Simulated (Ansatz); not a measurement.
Species: C9H9B2N, SMILES `Bc1ccc2cccc(B)c2n1` (charge 0, multiplicity 1).

Question: Give a relaxed geometry from PBE-D3(BJ)/def2-SVP in Ansatz (a program for electronic structure).

Answer: This is not unique; one that fits is the end point of this relaxation, one of several conformers (outside a Z-matrix the atoms follow the SMILES, hydrogens last).
Z-matrix (Å, degrees):
```
C
N 1 1.3556
C 2 1.3490 1 119.81
C 3 1.4351 2 121.58 1 -0.02
C 4 1.3834 3 119.86 2 0.03
H 4 1.1003 5 121.06 3 -180.00
H 5 1.1020 4 121.57 6 0.00
C 5 1.4218 7 119.41 4 -179.96
C 8 1.4250 5 122.38 7 0.08
C 9 1.3866 8 120.57 5 179.88
H 10 1.1005 9 120.15 8 -179.96
H 9 1.1021 10 120.69 11 -0.02
C 10 1.4189 11 119.94 9 -179.96
H 13 1.1014 10 118.97 11 0.03
C 13 1.4024 14 118.34 10 179.95
B 15 1.5508 13 119.00 14 -0.33
H 16 1.2101 15 122.61 13 -178.96
H 16 1.2193 17 119.97 15 -179.80
B 3 1.5598 2 117.32 1 179.97
H 19 1.2126 3 119.89 2 -0.03
H 19 1.2184 20 120.56 3 -180.00
```
